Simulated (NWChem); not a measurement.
Electron attachment to F$_{2}$Sn

```
Sn
F 1 1.9598
F 1 1.9598 2 96.28
```
Charge 0, spin multiplicity 1.

Everything below was run with NWChem. All single points use one geometry, from B3LYP/def2-SVP with def2 effective core potentials on Sn, a minimum by its harmonic frequencies.

Basis set: def2-TZVPD. −ε marks an orbital energy of the parent. The basis adds only a small set of diffuse functions.

Effective core potentials replace the inner electrons of Sn; spin-orbit coupling is left out. B3LYP has NWChem's definition, with VWN1-RPA local correlation. The structure started from a generated list of species.

### Question
For the vertical electron affinity, −ε(LUMO) of HF gives 0.33 eV and −ε(LUMO) of PBE gives 3.61 eV. What do −ε(LUMO) of BHandHLYP, −ε(LUMO) of PBE0, −ε(LUMO) of B3LYP give?

### Answer
−ε(LUMO) of BHandHLYP: 2.28 eV; −ε(LUMO) of PBE0: 2.93 eV; −ε(LUMO) of B3LYP: 3.21 eV.
